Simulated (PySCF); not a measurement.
**SiAs: from constants to spectrum**

ROHF-CCSD(T) constants of SiAs, ²Π (doublet), unpaired electrons π ↑ (Si cc-pV(D+d)Z, As cc-pVDZ-PP with ECP10; scalar-relativistic core potentials (PySCF 2.14); masses 27.9769 and 74.9216 u):

| Item | Value |
| --- | --- |
| ωe | 471.7 cm⁻¹ |
| ωexe | 1.82 cm⁻¹ |
| Be | 0.16909 cm⁻¹ |
| αe | 0.000807 cm⁻¹ |
| De to Si + As | 2.60 eV |

Question: What force constant and bond length do these constants imply?

Answer: Reduced mass μred = 20.370 u; k = 5.8918×10⁻⁷·μred·ωe² (u, cm⁻¹, mdyn/Å) = 2.67 mdyn/Å; Re = √(16.8576/(μred·Be)) (u, cm⁻¹, Å) = 2.212 Å.

Question: Estimate the centrifugal constant D from the Kratzer relation and find the Dunham coefficient a1.

Answer: D = 4Be³/ωe² = 8.69e-08 cm⁻¹; a1 = −1 − αeωe/(6Be²) = -3.22.

Correlated steps freeze 9 core orbitals. Correlated levels converge slowly with the basis: in double zeta they bind strong bonds too weakly, by up to about 1 eV, and carry superposition errors of some tenths. Spin–orbit coupling is left out. The state is the lowest determinant that a PBE0 search found; another state may lie lower at other levels.
